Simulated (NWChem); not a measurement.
## A calculation on AgF

```xyz
2

Ag     0.0000     0.0000    -0.3172
F      0.0000     0.0000     1.6566
```
Charge 0, spin multiplicity 1.

Everything below was run with NWChem. The geometry was optimised at PBE0/def2-SVP with def2 effective core potentials on Ag, a minimum by its harmonic frequencies.

Symmetry labels belong to the abelian group C2v used in the runs, with the axes of the coordinates shown; states degenerate in a higher group split over its labels.

Effective core potentials replace the inner electrons of Ag; spin-orbit coupling is left out. The structure started from a generated list of species.

List the lowest 3 singlet excitations that CIS/def2-SVPD with def2 effective core potentials on Ag gives, with oscillator strengths.


| state | symmetry | energy (eV) | wavelength (nm) | f |
|---|---|---|---|---|
| 1 | a1 | 4.73 | 262 | 0.001 |
| 2 | b2 | 5.43 | 228 | 0.019 |
| 3 | b1 | 5.43 | 228 | 0.019 |
